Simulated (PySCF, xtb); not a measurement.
H3IOSi, SMILES I[SiH2]O.

GFN2-xTB run with xtb at its own geometry gives an orbital gap of 5.70 eV and a dipole moment of 5.08 D.

Coordinates come from a B3LYP-D3(BJ)/def2-SVP optimisation. The def2 effective core potentials stand for the cores of I; spin–orbit coupling is left out. The values are those of a single conformer.

**Question.** What does r2SCAN/def2-TZVPD in PySCF give? (The exact figures need the calculation; the answer reports its results.)

**Answer.** gap 5.78 eV (levels -6.84 and -1.06 eV), dipole 1.34 D.
